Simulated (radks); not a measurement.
Task: The mean radii <r> (bohr) of the occupied orbitals of an atom or ion are listed with their occupations. Method: Dirac Kohn-Sham, BLYP, spin-unpolarised, spherical densities, point nucleus; computed with a radial shooting solver on a logarithmic mesh with Libxc functionals.

| orbital | occ. | <r> |
|---|---|---|
| 1s1/2 | 2 | 0.01604 |
| 2s1/2 | 2 | 0.06689 |
| 2p1/2 | 2 | 0.05487 |
| 2p3/2 | 4 | 0.06379 |
| 3s1/2 | 2 | 0.1739 |
| 3p1/2 | 2 | 0.1644 |
| 3p3/2 | 4 | 0.1807 |
| 3d3/2 | 4 | 0.1570 |
| 3d5/2 | 6 | 0.1619 |
| 4s1/2 | 2 | 0.3841 |
| 4p1/2 | 2 | 0.3853 |
| 4p3/2 | 4 | 0.4199 |
| 4d3/2 | 4 | 0.4246 |
| 4d5/2 | 6 | 0.4357 |
| 5s1/2 | 2 | 0.8538 |
| 4f5/2 | 6 | 0.4509 |
| 4f7/2 | 8 | 0.4572 |
| 5p1/2 | 2 | 0.9124 |
| 5p3/2 | 4 | 1.004 |
| 5d3/2 | 4 | 1.269 |
| 5d5/2 | 6 | 1.315 |
| 6s1/2 | 2 | 2.185 |

Name the element and its charge. Open shells, if any, are shared by 2j + 1.

Result: Z = 82, lead, charge +2: Pb2+ in [Hg]. The 1s radius gives Z: for a bare nucleus <r> = (2 gamma + 1)/(2Z) with gamma = sqrt(1 - (Z/c)^2), 0.01587 bohr for Z = 82, and screening makes it slightly larger (0.01604 here). The occupations add up to 80, and the charge is Z minus that.
